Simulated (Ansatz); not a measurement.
Stepwise reaction of `[O]=[Nb]([OH])([OH])[Cl]` with hydrogen chloride, as a gas-phase model of exchange steps in deposition or etching. ΔE in kJ/mol; ΔG adds harmonic PBE0-D4 terms to CCSD(T)/CBS, at 1 bar.

Gas-phase electronic energies from Ansatz, PBE0-D4/def2-TZVP geometries. CCSD(T)/CBS is the MP2 limit (def2-TZVPP, def2-QZVPP) plus CCSD(T) − MP2 in def2-TZVPP, frozen cores. This one scheme is used for every species. DFT in def2-TZVPP. B3LYP here is the variant with VWN-RPA as its local correlation; programs differ in this. def2 core potentials past Kr. For Nb outer-core shells are correlated without core-valence functions, which leaves a few kJ/mol of doubt a bond. Each species was taken in one conformer, which may not be the lowest.

```json
{"step": "2", "reaction": "`[O]=[Nb]([OH])([Cl])[Cl]` + HCl → `[O]=[Nb]([Cl])([Cl])[Cl]` + H₂O", "PBE-D4": "-15.0", "B3LYP-D4": "-13.0", "ωB97M-V": "-10.5", "CCSD(T)/CBS": "-18.5", "ΔG(500 K)": "-9.7"}
```

Problem. Give the row of step 1, `[O]=[Nb]([OH])([OH])[Cl]` + HCl → `[O]=[Nb]([OH])([Cl])[Cl]` + H₂O. (Best estimate.)

Solution. Computed: 
```tsv
step	reaction	PBE-D4	B3LYP-D4	ωB97M-V	CCSD(T)/CBS	ΔG(500 K)
1	`[O]=[Nb]([OH])([OH])[Cl]` + HCl → `[O]=[Nb]([OH])([Cl])[Cl]` + H₂O	-23.8	-21.7	-20.1	-27.4	-21.9
```

Problem. By hand: ΔE of the 2 steps together at CCSD(T)/CBS.

Solution. (-27.4) + (-18.5) = -45.9 kJ/mol, or -22.9 kJ/mol a step.

In ΔE each step is higher than the one before. All are downhill at CCSD(T)/CBS. ΔG lies between -21.9 and -9.7 kJ/mol a step. PBE-D4 differs from CCSD(T)/CBS by 3.5 to 3.6 kJ/mol a step. Isolated molecules leave out the surface, adducts and barriers. Largest T1 diagnostic: 0.022.
